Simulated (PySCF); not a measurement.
SrCl, SMILES [Cl][Sr+], charge +1.

The structure is a stationary point at B3LYP-D3(BJ)/def2-TZVPD. The multiplicity is an assumed one; other spin states were not compared. The def2 effective core potentials stand for the cores of Sr; spin–orbit coupling is left out.

All values below come from PBE0/def2-TZVPD (PySCF).

Task: Estimate the frontier levels, gap, dipole moment and polarisability. (Estimate from the structure and the level; the computed values follow.)

Result: 
- highest occupied level = -12.46 eV
- lowest empty level = -6.92 eV
- orbital gap = 5.54 eV
- dipole moment about the centre of nuclear charge = 9.56 D
- mean static polarisability = 33.7 bohr³ (4.99 Å³)
- polarisability, principal values = 25.8, 25.8, 49.4 bohr³
